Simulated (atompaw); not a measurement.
Building the PAW (atompaw) potential for Re (Z = 75) (LDA (PW92), scalar-relativistic).

rhenium, PAW, made with atompaw 4.2.0.5 (LDA (PW92), scalar-relativistic). Core [Kr] 4d10 4f14, reference 5s2 5p6 5d5 6s1.75 6p0.25. Waves: 5s (bound): rc 1.20 bohr; 6s (bound): rc 1.60 bohr; 5p (bound): rc 1.65 bohr; 6p (bound): rc 2.40 bohr; 5d (bound): rc 2.40 bohr; 5d channel at 1.65 Ry: rc 2.40 bohr. Local part: troulliermartins scheme with l = 3 at 1 Ry, radius 2.40 bohr. Core correction: smooth core density matched at 2.35 bohr. Augmentation charge: besselshape compensation charge, radius 1.80 bohr; PAW radius 2.40 bohr; waves and projectors: modrrkj vanderbiltortho.

All-electron outer shells of the reference configuration (LDA (PW92), scalar-relativistic, ld1.x):

| shell | level (eV) | outermost node (bohr) | outermost maximum (bohr) |
| --- | --- | --- | --- |
| 4d | -255.62 | 0.21 | 0.44 |
| 5s | -85.95 | 0.52 | 0.93 |
| 5p | -47.66 | 0.56 | 1.06 |
| 4f | -43.04 | – | 0.41 |
| 6s | -6.46 | 1.24 | 2.54 |
| 5d | -5.98 | 0.62 | 1.43 |
| 6p | -1.68 | 1.48 | 3.61 |

Calculated quality:

```json
{
  "Cutoffs needed": "35 Ry and 70 Ry (the cutoffs (Ry, on a coarse ladder) from which the occupation-weighted sum of valence levels, in a spherical-Bessel basis at the reference potential, stays within 10 and 1 mRy of its value at 400 Ry)",
  "Ghost test": "no extra level below or beside the all-electron valence levels (s, p, d, f tested) (spherical-Bessel basis up to 400 Ry, 20 bohr box)",
  "Lowest eigenvalue of the overlap operator": "0.08 (s channel)",
  "Overlap eigenvalues printed by atompaw (projector basis)": "0.153, 0.779, 4.12, 10.4, 27, 885",
  "Share of each valence orbital outside the PAW sphere": "5s 0 %, 6s 70 %, 5p 1 %, 6p 92 %, 5d 23 %"
}
```

Generation and tests took about 9.3 s on one core of a shared server CPU.
